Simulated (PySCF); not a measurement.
Calculation: PBE-D3(BJ)/def2-TZVP // PBE0-D3(BJ)/def2-TZVP in PySCF. Isolated molecules, 0 K electronic values unless said otherwise. 

Reference species (SMILES): `F[C]Cl` (lower singlet) (neutral, multiplicity 1).

```json
{
  "dipole_moment": "0.96 D"
}
```

Changed species: `F[C]F` (lower singlet) (X = fluoro, multiplicity 1; the reference has X = chloro, multiplicity 1).

### Question
Give the shifts of the dipole moment.

### Answer
the dipole moment falls by 0.14 D, to 0.82 D.
